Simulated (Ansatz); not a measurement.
`C[CH2][Sn][CH2]C` + `BNC=C` → `BNC(=C)C` + `C[CH2][Sn][CH3]`  (formal exchange of groups at a C–C bond)

Calculated with Ansatz (gas phase, PBE0-D4/def2-TZVP geometries, no zero-point term in ΔE). CCSD(T)/CBS is the MP2 limit (def2-TZVPP, def2-QZVPP) plus CCSD(T) − MP2 in def2-TZVPP, frozen cores. Functionals use def2-TZVPP. B3LYP here is the variant with VWN-RPA as its local correlation; programs differ in this. def2 core potentials past Kr. For Sn outer-core shells are correlated without core-valence functions, which leaves a few kJ/mol of doubt a bond. Each species was taken in one conformer, which may not be the lowest.

`C[CH2][Sn][CH2]C`:

Cartesian coordinates in Å:
```
C -0.856 1.754 -0.050
C -1.188 0.646 -1.044
Sn 0.595 -0.294 -1.938
C 1.503 -0.838 -0.002
C 0.580 -1.594 0.946
H -0.278 2.560 -0.514
H -1.757 2.216 0.367
H -0.267 1.381 0.792
H -1.817 1.026 -1.853
H -1.760 -0.150 -0.553
H 2.410 -1.414 -0.205
H 1.833 0.103 0.456
H 0.232 -2.537 0.512
H 1.078 -1.848 1.888
H -0.309 -1.011 1.199
```

`BNC=C`:

```xyz
10

B     0.094    1.685   -0.794
N    -0.364    0.440   -0.364
C     0.352   -0.489    0.383
C    -0.108   -1.670    0.781
H     1.207    2.014   -0.509
H    -0.642    2.376   -1.432
H    -1.302    0.145   -0.596
H     1.357   -0.162    0.627
H    -1.112   -2.006    0.542
H     0.518   -2.333    1.361
```

`BNC(=C)C`:

Cartesian coordinates in Å:
```
B -0.338 0.716 1.863
N 0.561 0.353 0.860
C 0.320 -0.155 -0.423
C 1.333 -0.445 -1.241
C -1.107 -0.348 -0.808
H 0.118 1.130 2.887
H -1.514 0.612 1.692
H 1.547 0.459 1.050
H 2.365 -0.297 -0.941
H 1.151 -0.837 -2.231
H -1.171 -0.743 -1.820
H -1.607 -1.041 -0.127
H -1.658 0.595 -0.761
```

`C[CH2][Sn][CH3]`:

```xyz
12

C     0.406    0.411    1.309
C    -1.046    0.327    0.869
Sn   -1.536   -0.786   -0.969
C     0.463   -0.652   -1.851
H     1.038    0.857    0.538
H     0.527    1.014    2.216
H     0.821   -0.577    1.528
H    -1.681   -0.076    1.665
H    -1.448    1.333    0.671
H     1.199   -1.114   -1.186
H     0.746    0.400   -1.963
H     0.512   -1.136   -2.827
```

(1) Is it downhill or uphill in electronic energy at CCSD(T)/CBS, and by how much? (Best estimate.)

(2) What do these levels give: r2SCAN-D4, PBE0-D4, B3LYP-D4, PBE, B3LYP, HF/def2-TZVPP, MP2/def2-TZVPP, SCS-MP2/def2-TZVPP, CCSD/def2-TZVPP, CCSD(T)/def2-TZVPP, HF/def2-QZVPP, HF/CBS(def2)? (Best estimate.)

Largest T1 diagnostic among the species: 0.013.

Answers

(1) Computed: Downhill: ΔE = -26.1 kJ/mol.

(2) The calculation gave: r2SCAN-D4 -30.6, PBE0-D4 -28.0, B3LYP-D4 -25.8, PBE -28.1, B3LYP -26.8, HF/def2-TZVPP -25.6, MP2/def2-TZVPP -26.4, SCS-MP2/def2-TZVPP -24.6, CCSD/def2-TZVPP -25.4, CCSD(T)/def2-TZVPP -25.8, HF/def2-QZVPP -25.7, HF/CBS(def2) -25.7 kJ/mol.
